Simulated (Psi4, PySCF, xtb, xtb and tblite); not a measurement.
Torsional profile of 4-tert-butylpyridine, SMILES CC(C)(C)c1ccncc1 (C₉H₁₃N). Scanned: dihedral C1–C2–C5–C6; all other coordinates were relaxed at GFN2-xTB. Points at φ and −φ are mirror images. Heavy atoms are numbered in the order of the SMILES CC(C)(C)c1ccncc1, hydrogens after them in the order of the atoms that carry them; the mirror image has the same energies with the sign of each dihedral reversed.

Levels: GFN2-xTB (xtb and tblite); RKS-B3LYP/6-31G* = PySCF 2.14.0 with restricted B3LYP/6-31G*, spherical d, density fitting // GFN2-xTB; GFN1-xTB // GFN2-xTB (xtb); PBE-D3(BJ)/def2-SVP // GFN2-xTB (Psi4).

Energies relative to the lowest point of each profile, in kcal/mol; the last columns give the difference from PBE-D3(BJ):

```json
[
 {"φ / °": "-160", "GFN2-xTB": "0.39", "RKS-B3LYP/6-31G*": "0.55", "GFN1-xTB": "0.30", "PBE-D3(BJ)/def2-SVP": "0.43", "GFN2-xTB − PBE-D3(BJ)/def2-SVP": "-0.04", "RKS-B3LYP/6-31G* − PBE-D3(BJ)/def2-SVP": "0.11", "GFN1-xTB − PBE-D3(BJ)/def2-SVP": "-0.13"},
 {"φ / °": "-140", "GFN2-xTB": "0.33", "RKS-B3LYP/6-31G*": "0.45", "GFN1-xTB": "0.25", "PBE-D3(BJ)/def2-SVP": "0.36", "GFN2-xTB − PBE-D3(BJ)/def2-SVP": "-0.03", "RKS-B3LYP/6-31G* − PBE-D3(BJ)/def2-SVP": "0.10", "GFN1-xTB − PBE-D3(BJ)/def2-SVP": "-0.11"},
 {"φ / °": "-120", "GFN2-xTB": "0.00", "RKS-B3LYP/6-31G*": "0.01", "GFN1-xTB": "0.00", "PBE-D3(BJ)/def2-SVP": "0.00", "GFN2-xTB − PBE-D3(BJ)/def2-SVP": "0.00", "RKS-B3LYP/6-31G* − PBE-D3(BJ)/def2-SVP": "0.00", "GFN1-xTB − PBE-D3(BJ)/def2-SVP": "0.00"},
 {"φ / °": "-100", "GFN2-xTB": "0.34", "RKS-B3LYP/6-31G*": "0.45", "GFN1-xTB": "0.26", "PBE-D3(BJ)/def2-SVP": "0.37", "GFN2-xTB − PBE-D3(BJ)/def2-SVP": "-0.03", "RKS-B3LYP/6-31G* − PBE-D3(BJ)/def2-SVP": "0.08", "GFN1-xTB − PBE-D3(BJ)/def2-SVP": "-0.11"},
 {"φ / °": "-80", "GFN2-xTB": "0.39", "RKS-B3LYP/6-31G*": "0.52", "GFN1-xTB": "0.30", "PBE-D3(BJ)/def2-SVP": "0.42", "GFN2-xTB − PBE-D3(BJ)/def2-SVP": "-0.03", "RKS-B3LYP/6-31G* − PBE-D3(BJ)/def2-SVP": "0.10", "GFN1-xTB − PBE-D3(BJ)/def2-SVP": "-0.12"},
 {"φ / °": "-60", "GFN2-xTB": "0.00", "RKS-B3LYP/6-31G*": "0.00", "GFN1-xTB": "0.00", "PBE-D3(BJ)/def2-SVP": "0.00", "GFN2-xTB − PBE-D3(BJ)/def2-SVP": "0.00", "RKS-B3LYP/6-31G* − PBE-D3(BJ)/def2-SVP": "0.00", "GFN1-xTB − PBE-D3(BJ)/def2-SVP": "0.00"},
 {"φ / °": "-40", "GFN2-xTB": "0.38", "RKS-B3LYP/6-31G*": "0.53", "GFN1-xTB": "0.29", "PBE-D3(BJ)/def2-SVP": "0.42", "GFN2-xTB − PBE-D3(BJ)/def2-SVP": "-0.03", "RKS-B3LYP/6-31G* − PBE-D3(BJ)/def2-SVP": "0.12", "GFN1-xTB − PBE-D3(BJ)/def2-SVP": "-0.12"},
 {"φ / °": "-20", "GFN2-xTB": "0.34", "RKS-B3LYP/6-31G*": "0.48", "GFN1-xTB": "0.26", "PBE-D3(BJ)/def2-SVP": "0.37", "GFN2-xTB − PBE-D3(BJ)/def2-SVP": "-0.03", "RKS-B3LYP/6-31G* − PBE-D3(BJ)/def2-SVP": "0.10", "GFN1-xTB − PBE-D3(BJ)/def2-SVP": "-0.11"},
 {"φ / °": "0", "GFN2-xTB": "0.00", "RKS-B3LYP/6-31G*": "0.00", "GFN1-xTB": "0.00", "PBE-D3(BJ)/def2-SVP": "0.00", "GFN2-xTB − PBE-D3(BJ)/def2-SVP": "0.00", "RKS-B3LYP/6-31G* − PBE-D3(BJ)/def2-SVP": "0.00", "GFN1-xTB − PBE-D3(BJ)/def2-SVP": "0.00"},
 {"φ / °": "20", "GFN2-xTB": "0.34", "RKS-B3LYP/6-31G*": "0.48", "GFN1-xTB": "0.26", "PBE-D3(BJ)/def2-SVP": "0.37", "GFN2-xTB − PBE-D3(BJ)/def2-SVP": "-0.03", "RKS-B3LYP/6-31G* − PBE-D3(BJ)/def2-SVP": "0.10", "GFN1-xTB − PBE-D3(BJ)/def2-SVP": "-0.11"},
 {"φ / °": "40", "GFN2-xTB": "0.38", "RKS-B3LYP/6-31G*": "0.53", "GFN1-xTB": "0.29", "PBE-D3(BJ)/def2-SVP": "0.42", "GFN2-xTB − PBE-D3(BJ)/def2-SVP": "-0.03", "RKS-B3LYP/6-31G* − PBE-D3(BJ)/def2-SVP": "0.12", "GFN1-xTB − PBE-D3(BJ)/def2-SVP": "-0.12"},
 {"φ / °": "60", "GFN2-xTB": "0.00", "RKS-B3LYP/6-31G*": "0.00", "GFN1-xTB": "0.00", "PBE-D3(BJ)/def2-SVP": "0.00", "GFN2-xTB − PBE-D3(BJ)/def2-SVP": "0.00", "RKS-B3LYP/6-31G* − PBE-D3(BJ)/def2-SVP": "0.00", "GFN1-xTB − PBE-D3(BJ)/def2-SVP": "0.00"},
 {"φ / °": "80", "GFN2-xTB": "0.39", "RKS-B3LYP/6-31G*": "0.52", "GFN1-xTB": "0.30", "PBE-D3(BJ)/def2-SVP": "0.42", "GFN2-xTB − PBE-D3(BJ)/def2-SVP": "-0.03", "RKS-B3LYP/6-31G* − PBE-D3(BJ)/def2-SVP": "0.10", "GFN1-xTB − PBE-D3(BJ)/def2-SVP": "-0.12"},
 {"φ / °": "100", "GFN2-xTB": "0.34", "RKS-B3LYP/6-31G*": "0.45", "GFN1-xTB": "0.26", "PBE-D3(BJ)/def2-SVP": "0.37", "GFN2-xTB − PBE-D3(BJ)/def2-SVP": "-0.03", "RKS-B3LYP/6-31G* − PBE-D3(BJ)/def2-SVP": "0.08", "GFN1-xTB − PBE-D3(BJ)/def2-SVP": "-0.11"},
 {"φ / °": "120", "GFN2-xTB": "0.00", "RKS-B3LYP/6-31G*": "0.01", "GFN1-xTB": "0.00", "PBE-D3(BJ)/def2-SVP": "0.00", "GFN2-xTB − PBE-D3(BJ)/def2-SVP": "0.00", "RKS-B3LYP/6-31G* − PBE-D3(BJ)/def2-SVP": "0.00", "GFN1-xTB − PBE-D3(BJ)/def2-SVP": "0.00"},
 {"φ / °": "140", "GFN2-xTB": "0.33", "RKS-B3LYP/6-31G*": "0.45", "GFN1-xTB": "0.25", "PBE-D3(BJ)/def2-SVP": "0.36", "GFN2-xTB − PBE-D3(BJ)/def2-SVP": "-0.03", "RKS-B3LYP/6-31G* − PBE-D3(BJ)/def2-SVP": "0.10", "GFN1-xTB − PBE-D3(BJ)/def2-SVP": "-0.11"},
 {"φ / °": "160", "GFN2-xTB": "0.39", "RKS-B3LYP/6-31G*": "0.55", "GFN1-xTB": "0.30", "PBE-D3(BJ)/def2-SVP": "0.43", "GFN2-xTB − PBE-D3(BJ)/def2-SVP": "-0.04", "RKS-B3LYP/6-31G* − PBE-D3(BJ)/def2-SVP": "0.11", "GFN1-xTB − PBE-D3(BJ)/def2-SVP": "-0.13"},
 {"φ / °": "180", "GFN2-xTB": "0.00", "RKS-B3LYP/6-31G*": "0.00", "GFN1-xTB": "0.00", "PBE-D3(BJ)/def2-SVP": "0.00", "GFN2-xTB − PBE-D3(BJ)/def2-SVP": "0.00", "RKS-B3LYP/6-31G* − PBE-D3(BJ)/def2-SVP": "0.00", "GFN1-xTB − PBE-D3(BJ)/def2-SVP": "0.00"}
]
```

GFN2-xTB is furthest from PBE-D3(BJ)/def2-SVP at -160 (-0.04 kcal/mol, below); its mean absolute difference over the points is 0.02 kcal/mol.

RKS-B3LYP/6-31G* is furthest from PBE-D3(BJ)/def2-SVP at -40 (0.12 kcal/mol, above); its mean absolute difference over the points is 0.07 kcal/mol.

GFN1-xTB is furthest from PBE-D3(BJ)/def2-SVP at -160 (-0.13 kcal/mol, below); its mean absolute difference over the points is 0.08 kcal/mol.
